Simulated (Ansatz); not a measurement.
Relaxation of C2H5NaSi (9 atoms, charge 0, multiplicity 1), to a largest force component of 0.02 eV/Å in at most 50 steps.

All numbers below come from Ansatz 0.2.0, UKS PBE-D4/def2-SVP.

```xyz
9
Properties=species:S:1:pos:R:3
Na -1.991 2.811 1.053
C -0.757 1.291 -0.106
C -0.263 0.212 0.503
Si 0.775 -1.143 -0.300
H -0.494 1.329 -1.171
H -0.456 0.059 1.567
H 2.089 -1.252 0.353
H 0.114 -2.452 -0.176
H -0.099 0.441 -0.550
```

Problem. Where does it end, and by what steps?

Solution. The forces met the threshold. After 16 steps the energy has fallen by 4.850 eV; H9 moved furthest, 1.74 Å. Parted: C2–H9, C3–H9. Joined: Si4–H9.

```
step  energy less start (eV)  largest force component (eV/Å)  accepted
   0                  0.0000                           6.539       yes
   1                 -0.9480                           3.120       yes
   2                 -1.3189                           1.147       yes
   3                 -1.7738                           1.478       yes
   4                 -2.5069                           1.802       yes
   5                 -3.3121                           2.192       yes
   6                 -4.1012                           1.643       yes
   7                 -4.5094                           1.003       yes
   8                 -4.7225                           0.545       yes
   9                 -4.4536                           2.760        no
  10                 -4.7864                           0.358       yes
  11                 -4.8263                           0.197       yes
  12                 -4.8398                           0.112       yes
  13                 -4.8466                           0.071       yes
  14                 -4.8499                           0.039       yes
  15                 -4.8500                           0.041       yes
  16                 -4.8502                           0.012       yes
```

```xyz
9
Properties=species:S:1:pos:R:3
Na -2.163 2.969 1.293
C -0.906 1.412 0.146
C -0.366 0.296 0.706
Si 0.660 -0.965 -0.239
H -0.689 1.528 -0.943
H -0.519 0.078 1.786
H 2.053 -1.140 0.330
H 0.050 -2.352 -0.230
H 0.798 -0.530 -1.677
```

Whether the end is a true minimum wasn't checked by a vibrational analysis.

Time of the run: 60 s on 2 threads of Arm Neoverse V1 (shared host), peak memory 0.21 GiB.
